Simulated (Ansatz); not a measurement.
```yaml
atoms:
  - { symbol: Si, position_ang: [0.0000, 0.0000, -0.5096] }
  - { symbol: O, position_ang: [0.0000, 0.0000, 0.8918] }
```

Basis set: cc-pVDZ (spherical functions). Frozen core: 6 orbitals. Charge 0, multiplicity 1.

Computed with Ansatz (development build ahead of 0.2.0); each method stands on the lowest determinant of its kind that the runs found. Restricted open shells among the atoms or ions are ROHF, correlated in semicanonical orbitals with singles.

Q: Give the atomization energy at this shape (free ground-state atoms in the same class of orbitals less the molecule, no zero-point energy) of singlet SiO by RHF-MP2, RHF.

A:

```csv
method,atomization energy
RHF-MP2,6.69 eV
RHF,3.80 eV
```

Caution: no unrestricted run beside it, a lower state can exist; the shape is not the minimum.
